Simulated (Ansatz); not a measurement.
Input file for Ansatz (a quantum-chemistry and plane-wave program): R-r2SCAN/def2-TZVPPD on CH3FN2 (a complex), monomers drawn apart or pushed together. Files ending in .json are basis or fitting sets from the Basis Set Exchange.

Ansatz 0.2 input:
```yaml
crystal:
  periodic: [false, false, false]
  atoms:
    - {symbol: N, position_ang: [-0.43196087, 0.02126841, -0.04456278]}
    - {symbol: N, position_ang: [0.49950556, 0.05338491, -0.61087476]}
    - {symbol: C, position_ang: [-0.35763784, -0.65445046, 3.89038725]}
    - {symbol: F, position_ang: [0.85955146, -0.62810027, 3.21795031]}
    - {symbol: H, position_ang: [-1.15734449, -0.47027819, 3.17257832]}
    - {symbol: H, position_ang: [-0.48222492, -1.63542612, 4.35059142]}
    - {symbol: H, position_ang: [-0.35154381, 0.12229996, 4.65605495]}
basis:
  gaussian:
    orbitals: def2-TZVPPD.json
hamiltonian:
  xc: {name: r2SCAN}
scf: {lower_state_search: off}
```

**Question.** Predict the final total energy.

**Answer.** -249.2468 hartree.
